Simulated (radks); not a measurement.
Values are calculated unless marked as measured or tabulated.
Al2+, 11 electrons, occupied as [Ne] 3s1. Code: a radial shooting solver on a logarithmic mesh with Libxc functionals. Model: non-relativistic Kohn-Sham, TPSS, spin-polarised, spherical densities, point nucleus; open shells are filled with parallel spins first; meta-GGA in the generalised Kohn-Sham scheme.

Normalised radial functions P(r) = r R(r), r in bohr:

r	1s down	2p down
0.01006	0.8013	0.0065
0.01279	0.9832	0.0103
0.01613	1.1874	0.0161
0.0205	1.4263	0.0252
0.02607	1.6874	0.0394
0.03314	1.9580	0.0609
0.04212	2.2172	0.0930
0.05355	2.4343	0.1401
0.06808	2.5705	0.2073
0.08654	2.5842	0.3000
0.11	2.4421	0.4224
0.1399	2.1348	0.5751
0.1764	1.7083	0.7458
0.2242	1.2035	0.9312
0.285	0.7287	1.0992
0.3624	0.3651	1.2121
0.4606	0.1447	1.2319
0.5856	0.0428	1.1411
0.7444	0.0088	0.9509
0.9464	0.0011	0.6969
1.203	0.0001	0.4361
1.529	0.0000	0.2270
1.944	0.0000	0.0941
2.452	0.0000	0.0300
3.117	0.0000	0.0063
3.963	0.0000	0.0008
5.037	0.0000	0.0001
6.404	0.0000	0.0000

1s down: eigenvalue -1535.2 eV, 0 radial nodes, <r> = 0.120 bohr, 90 % of the charge inside 0.215 bohr. 2p down: eigenvalue -90.541 eV, 0 radial nodes, <r> = 0.600 bohr, 90 % of the charge inside 1.01 bohr.
